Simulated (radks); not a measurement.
Values are calculated unless marked as measured or tabulated.
Charge is removed step by step from the 5s down level of the cerium ion Ce3+, starting from [Kr] 4d10 4f1 5s(up 1, down 1) 5p6. Level of theory: scalar-relativistic Kohn-Sham, PBE, spin-polarised, spherical densities, finite nucleus; open shells are filled with parallel spins first (spin-orbit coupling, left out, can overturn this in heavy ions); Fermi nuclear charge, rms radius 4.8771 fm (a radial shooting solver on a logarithmic mesh with Libxc functionals).

| removed (e) | E - E(0) (eV) | eigenvalue (eV) | E minus straight line (eV) |
|---|---|---|---|
| 0 | 0.000 | -63.405 | 0.000 |
| 0.1 | 6.404 | -64.708 | -0.593 |
| 0.2 | 12.938 | -66.015 | -1.055 |
| 0.3 | 19.603 | -67.328 | -1.387 |
| 0.4 | 26.400 | -68.646 | -1.587 |
| 0.5 | 33.328 | -69.968 | -1.655 |
| 0.6 | 40.389 | -71.294 | -1.590 |
| 0.7 | 47.583 | -72.625 | -1.393 |
| 0.8 | 54.910 | -73.960 | -1.062 |
| 0.9 | 62.371 | -75.299 | -0.598 |
| 1 | 69.966 | -76.642 | 0.000 |

Removing the whole electron costs 69.966 eV by Delta-SCF, against 63.405 eV from minus the eigenvalue at the starting occupation. Slater's transition state (half an electron removed) gives 69.968 eV. Integrating minus the eigenvalue over the occupation (Janak's theorem) gives 69.986 eV. In this scalar-relativistic scheme the density is built from large components alone, so the theorem holds only approximately. The mean slope of the eigenvalue, de/dn, is 13.2 eV per electron.
